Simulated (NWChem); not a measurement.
GaAsH$_{4}$; SMILES [GaH2][AsH2]

Results from NWChem. Medium grid unless said otherwise, to which SCAN and Minnesota functionals are sensitive. Structure relaxed at the PBE-D3(BJ)/def2-SVP level. Hybrids' shares of exact exchange are those that their runs print; pure functionals count as 0. The functionals differ in more than this share.

```
row                 share of exact exchange  highest occupied level (eV)
------------------  -----------------------  ---------------------------
PBE/def2-SVP                           0.00                        -6.13
M06-L/def2-SVP                         0.00                        -6.18
B3LYP/def2-SVP                         0.20                     withheld
r2SCAN0/def2-SVP                       0.25                        -7.32
BHandHLYP/def2-SVP                     0.50                        -7.99
```

Q: Fit a straight line of the last column on the one before it, predict the withheld value, and compare with the run.

A: 
1. Means of the 4 shown rows: x = 0.188, y = -6.905. Slope Σ(x − x̄)(y − ȳ)/Σ(x − x̄)² = -0.6463/0.1719 = -3.760; intercept -6.200.
2. The shown rows scatter about the line by 0.107 (root mean square); the largest residual is -0.18, at r2SCAN0/def2-SVP.
3. At x = 0.20 (B3LYP/def2-SVP; inside the shown range) the line gives -6.95.
4. The run gives -6.91, +0.04 from the line, 0.4 times the scatter.
